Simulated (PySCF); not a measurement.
Species: 4-vinylbenzoic acid, C9H8O2.
Z-matrix (Å and degrees, PBE0-D3(BJ)/def2-SVP geometry), rows numbered from 1:
```
C 
C   1  1.3384
C   2  1.4671  1  127.03
C   3  1.4065  2  122.99  1    -2.07
C   4  1.3851  3  120.85  2   179.71
C   5  1.4008  4  120.36  3     0.04
C   6  1.4827  5  118.13  4  -179.77
O   7  1.2060  6  124.54  5     0.32
O   7  1.3412  6  113.12  5  -179.61
C   6  1.3976  5  119.51  4     0.17
C  10  1.3895  6  119.84  5    -0.19
H   1  1.0920  2  120.83  3  -179.92
H   1  1.0935  2  122.54  3    -0.02
H   2  1.0958  1  118.25  3   179.74
H   4  1.0916  3  119.90  2    -0.44
H   5  1.0920  4  121.30  3  -179.99
H   9  0.9688  7  106.08  6   179.99
H  10  1.0909  6  119.54  5   179.89
H  11  1.0932  3  119.06  2     0.16
```

Method: PBE0-D3(BJ)/def2-SVP geometry optimisation, gas phase in PySCF.

Take the most abundant isotopes and a rigid rotor. The values belong to one conformer with, in the numbering `[CH2:1]=[CH:2][c:3]1[cH:4][cH:5][c:6]([C:7](=[O:8])[OH:9])[cH:10][cH:11]1`, C1–C2–C3–C4 -2°, C5–C6–C7–O8 0°, C6–C7–O9–H 180°.

(1) Give the principal moments of inertia and the rotational constants in cm⁻¹.

(2) What kind of rotor is it?

(3) What does the inertial defect say?

(4) Which lines would a microwave search look for?

Results:

(1) Ia = 141.33, Ib = 878.68, Ic = 1019.96 u·Å²; 505379 MHz·u·Å²/I gives 3576, 575.2 and 495.5 MHz, that is A = 0.11928, B = 0.01919, C = 0.01653 cm⁻¹.

(2) A near-prolate asymmetric top; Ray's κ = -0.948.

(3) Not planar: Δ = Ic − Ia − Ib = -0.05 u·Å². For a rigid frame Δ = −2 Σ m c², so Σ m c² = 0.03 u·Å² lies off the ab plane: 0.01 from hydrogen and 0.02 from heavier atoms. The atom farthest from that plane is 0.06 Å away.

(4) The dipole components are |μa| = 1.28 D, |μb| = 1.47 D, |μc| = 0.00 D. Intensities carry the squares of the components, which stand as 0.76 : 1.00 : 0.00 (a : b : c). Some lines, for components of 0.1 D or more:

| type | branch | J(Ka,Kc) | MHz | lower level (cm⁻¹) |
| --- | --- | --- | --- | --- |
| a | Q | 4(1,3) ← 4(1,4) | 797 | 0.445 |
| b | R | 4(0,4) ← 3(1,3) | 1459 | 0.308 |
| a | R | 2(1,2) ← 1(1,1) | 2062 | 0.136 |
| b | R | 5(0,5) ← 4(1,4) | 2660 | 0.445 |
| b | Q | 1(1,0) ← 1(0,1) | 3080 | 0.036 |
| b | Q | 3(1,2) ← 3(0,3) | 3286 | 0.214 |
| a | R | 3(1,2) ← 2(1,1) | 3330 | 0.213 |
| a | R | 4(1,4) ← 3(1,3) | 4120 | 0.308 |
| a | R | 4(3,2) ← 3(3,1) | 4286 | 1.127 |
| a | R | 4(3,1) ← 3(3,0) | 4286 | 1.127 |
| b | R | 2(1,2) ← 1(0,1) | 5062 | 0.036 |
| a | R | 5(4,2) ← 4(4,1) | 5357 | 1.980 |
| a | R | 5(3,2) ← 4(3,1) | 5359 | 1.270 |
| b | R | 3(1,3) ← 2(0,2) | 6014 | 0.107 |
| b | Q | 5(2,3) ← 5(1,4) | 8585 | 0.657 |
| b | Q | 4(2,2) ← 4(1,3) | 8750 | 0.472 |
| b | Q | 5(2,4) ← 5(1,5) | 9725 | 0.617 |
| b | R | 4(2,3) ← 3(1,2) | 13165 | 0.324 |
| b | Q | 5(3,2) ← 5(2,3) | 15163 | 0.943 |
| b | Q | 4(3,1) ← 4(2,2) | 15185 | 0.764 |
| b | Q | 3(3,1) ← 3(2,2) | 15204 | 0.620 |
| b | R | 5(3,3) ← 4(2,2) | 20543 | 0.764 |
| b | R | 5(3,2) ← 4(2,3) | 20567 | 0.763 |
| b | Q | 4(4,1) ← 4(3,2) | 21281 | 1.270 |
| b | R | 4(4,0) ← 3(3,1) | 25567 | 1.127 |
| b | Q | 5(5,1) ← 5(4,2) | 27362 | 2.159 |
| b | R | 5(5,1) ← 4(4,0) | 32719 | 1.980 |
| b | R | 5(5,0) ← 4(4,1) | 32719 | 1.980 |

No frequency check. These are rigid-rotor constants of the computed structure; measured ground-state constants (B0) also hold zero-point vibration.

Time: 3.5 min; peak memory 0.85 GiB. Hardware: one thread, Arm Neoverse V1 (aarch64), on a shared host. This is the geometry optimisation.
